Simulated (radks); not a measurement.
Results of a calculation; reference values are marked as such.
Problem. Ionisation of Ca3+, [Ne] 3s2 3p5, to Ca4+, [Ne] 3s2 3p4, under several functionals. Scalar-relativistic Kohn-Sham, spin-unpolarised, spherical densities, point nucleus; a radial shooting solver on a logarithmic mesh with Libxc functionals. The NIST Atomic Spectra Database gives 67.273 eV (semi-empirical). Rank these functionals by the error of their Delta-SCF ionisation energy: LDA (Slater exchange, VWN5 correlation); exchange-only LDA; BLYP; RPBE; BP86; PBE; PBEsol; LDA (Slater exchange, Perdew-Wang correlation); exchange-only PBE; SOGGA.

Solution. From best to worst: exchange-only PBE 67.162 eV (-0.111); exchange-only LDA 66.761 eV (-0.513); SOGGA 68.252 eV (+0.979); BLYP 68.288 eV (+1.015); PBEsol 68.353 eV (+1.080); RPBE 68.426 eV (+1.152); PBE 68.439 eV (+1.166); LDA (Slater exchange, Perdew-Wang correlation) 68.480 eV (+1.207); LDA (Slater exchange, VWN5 correlation) 68.488 eV (+1.215); BP86 68.519 eV (+1.245). Spin polarisation and multiplet splitting are left out, so open shells lie too high by an amount that depends on their filling.

Beside tabulated values, note that spin-unpolarised runs miss the spin-polarisation part of the exchange energy of open shells.
